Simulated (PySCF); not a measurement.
F₄S.

```xyz
5

F      1.2204     0.0000    -0.6181
S      0.0000     0.0000     0.3866
F      0.0000     1.6541     0.2744
F      0.0000    -1.6541     0.2744
F     -1.2204     0.0000    -0.6181
```
Charge 0, spin multiplicity 1.

Geometry optimised at PBE0-D3(BJ)/def2-SVP.

These are KT2/pcSseg-2 in PySCF values and carry that method's errors. Non-relativistic, no solvent.

Computed absolute GIAO shielding of each atom: isotropic value and principal components (ppm):
| atom | σ(iso) | σ11 | σ22 | σ33 | span |
|---|---|---|---|---|---|
| F1 | 85.7 | -54.1 | 32.9 | 278.3 | 332.4 |
| S2 | 0.4 | -222.2 | 82.6 | 140.8 | 363.0 |
| F3 | 39.3 | -136.2 | 21.1 | 233.0 | 369.2 |
| F4 | 39.3 | -136.2 | 21.1 | 233.0 | 369.2 |
| F5 | 85.7 | -54.1 | 32.9 | 278.3 | 332.4 |
